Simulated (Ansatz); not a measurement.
`N#C[CH2][AlH2]` + CH₃NH₂ → `C[NH][AlH2]` + `CC#N` at 500 K and 1 bar (ligand exchange at the Al–C bond).

Program: Ansatz. Geometries: PBE0-D4/def2-TZVP. ΔE: electronic, gas phase. CCSD(T)/CBS adds triple-zeta CCSD(T) − MP2 to the extrapolated MP2 energy (def2 sets, frozen cores). This one scheme is used for every species.

| species | CCSD(T)/CBS energy (Eh) | H − E (kJ/mol) | S (J/(mol·K)) |
| --- | --- | --- | --- |
| `N#C[CH2][AlH2]` | -375.19563 | 165.2 | 368.9 |
| CH₃NH₂ | -95.75281 | 191.8 | 270.3 |
| `C[NH][AlH2]` | -338.38977 | 213.6 | 341.5 |
| `CC#N` | -132.59492 | 143.3 | 273.0 |

H − E and S are ideal-gas, rigid-rotor, harmonic terms from PBE0-D4/def2-TZVP. 1 Eh = 2625.50 kJ/mol, R = 8.31446 J/(mol·K).

Q: By hand: ΔE, ΔH, ΔS and ΔG.

A: ΔE = (-338.38977) + (-132.59492) − (-375.19563) − (-95.75281) = -0.03625 Eh = -95.2 kJ/mol. Δ(H − E) = 213.6 + 143.3 − 165.2 − 191.8 = -0.1, so ΔH = -95.3 kJ/mol. ΔS = 341.5 + 273.0 − 368.9 − 270.3 = -24.7 J/(mol·K). ΔG = -95.3 − 500 × (-24.7)/1000 = -83.0 kJ/mol.

Q: By hand: the equilibrium constant, and the temperature at which ΔG would vanish if ΔH and ΔS stayed fixed.

A: log₁₀ K = −ΔG/(RT ln 10) = 8.7. ΔG = 0 at ΔH/ΔS = 3858 K, far beyond where these terms or the molecules hold.

ΔH outweighs TΔS. A doubt of 5 kJ/mol in ΔE shifts log₁₀ K by 0.5 here. Modes under 60 cm⁻¹, often nearly free rotors, make the harmonic entropy too high. These are equilibria of isolated gas molecules and say nothing of rates. Largest T1 diagnostic: 0.013 (customary marks: 0.02 for closed shells, 0.045 for open ones).
